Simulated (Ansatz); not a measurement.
A made-up structure of BHBrO (charge -1), singlet:

```csv
atom,x (Å),y (Å),z (Å)
O1,1.6452,-0.2941,-1.2255
B2,-1.1956,1.4662,-0.0112
Br3,0.2277,-0.2454,-0.0222
H4,-0.3174,-1.1185,1.0826
```

It is relaxed with PBE-D4/def2-SVPD and then PBE0-D4/def2-TZVPD (Ansatz 0.2.0). Atoms count as bonded within 1.22 times the sum of their covalent radii (H–H: 0.88 Å). The end point is not checked to be a true minimum.

(1) Does its bonding change? (A judgement: the text doesn't fix the answer.)

Answers

(1) By the calculation: Yes. Formed: B2–H4; broken: Br3–H4.

Where it ends: The first stage lowers the energy by 3.75 eV in 11 steps. It ends as BHBrO ([BH][Br][O]), total charge -1:
```xyz
4
angstrom
O 1.6428 0.0671 -1.4841
B -0.8194 0.5574 0.3151
Br 0.6876 -0.5585 -0.1978
H -1.1512 -0.2578 1.1906
```

Labels in which every atom is bracketed show which atoms are joined, not bond orders.

For scale, one of the runs: PBE0-D4/def2-TZVPD relaxation, 143 basis functions, launched by `ansatz run in.yaml --threads 2 --pin off --events-out ev --progress --plain --max-ram 4352MiB`. The run took about 32 s on 2 CPU threads of an Intel Xeon (shared host).
